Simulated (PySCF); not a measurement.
# Cs2Se: one-bond stretch

Computed with PBE0 in PySCF with Se def2-TZVP, Cs def2-TZVP with ECP46; scalar-relativistic core potentials, no spin–orbit coupling; density-fitted integrals.

Rigid scan from the singlet minimum (Se–Cs 3.089 Å (×2); Cs–Se–Cs 180.0°). Coordinate: the bond from Se to the last atom (Cs) scaled, the rest fixed. Energies in kJ/mol from the minimum.

(1) Predict the curve at 0.92, 0.96, 1.00, 1.05, 1.12, 1.20, 1.35, 1.55, 1.80, 2.20.

Answers

(1) 
```json
{"scale of one bond": "0.92", "E (kJ/mol)": "15.8", "dipole size (D)": "1.42"}
{"scale of one bond": "0.96", "E (kJ/mol)": "3.3", "dipole size (D)": "0.70"}
{"scale of one bond": "1.00", "E (kJ/mol)": "0.0", "dipole size (D)": "0.00"}
{"scale of one bond": "1.05", "E (kJ/mol)": "4.3", "dipole size (D)": "0.85"}
{"scale of one bond": "1.12", "E (kJ/mol)": "19.5", "dipole size (D)": "1.99"}
{"scale of one bond": "1.20", "E (kJ/mol)": "43.1", "dipole size (D)": "3.20"}
{"scale of one bond": "1.35", "E (kJ/mol)": "90.0", "dipole size (D)": "5.12"}
{"scale of one bond": "1.55", "E (kJ/mol)": "144.0", "dipole size (D)": "–"}
{"scale of one bond": "1.80", "E (kJ/mol)": "192.3", "dipole size (D)": "–"}
{"scale of one bond": "2.20", "E (kJ/mol)": "236.9", "dipole size (D)": "–"}
```

At long bonds a restricted determinant can lie too high, and another spin state can fall below this curve.
